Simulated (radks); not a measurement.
Values are calculated unless marked as measured or tabulated.
Zn I, 30 electrons, occupied as [Ar] 3d10 4s2.

Code: a radial shooting solver on a logarithmic mesh with Libxc functionals. Model: non-relativistic Kohn-Sham, PBE, spin-unpolarised, spherical densities, point nucleus.

Energy parts (eV):
part                       energy
total                  -48414.030
kinetic                 48380.074
electron-nucleus      -115936.201
Hartree                 21069.064
exchange-correlation    -1926.968

Orbitals (lengths in bohr, moments of r in powers of bohr; r(max) is where P^2 peaks; r(90%) holds 90 % of the orbital's charge):
orbital  occ.  eigenvalue (eV)  r(90%)      <r>   r(max)
1s          2        -9405.147  0.0910  0.05111  0.03371
2s          2        -1132.170   0.355   0.2298   0.1925
2p          6        -997.8342   0.326   0.1997   0.1535
3s          2        -125.0265    1.04   0.6916   0.5968
3p          6         -82.3715    1.11   0.7180   0.5959
3d         10         -10.5666    1.60   0.9051   0.5650
4s          2          -5.8255    4.19    2.702    2.131

The highest occupied level is 4s at -5.825 eV. The density falls to 0.001 e/bohr^3 at r = 4.22 bohr. Summed over all electrons, <r^2> = 33.50 bohr^2, which gives a Langevin (diamagnetic) susceptibility term of -26.5 x 10^-6 cm^3/mol. Virial ratio -V/T = 2.00070. The electron density at the nucleus is 1.847e+04 e/bohr^3.
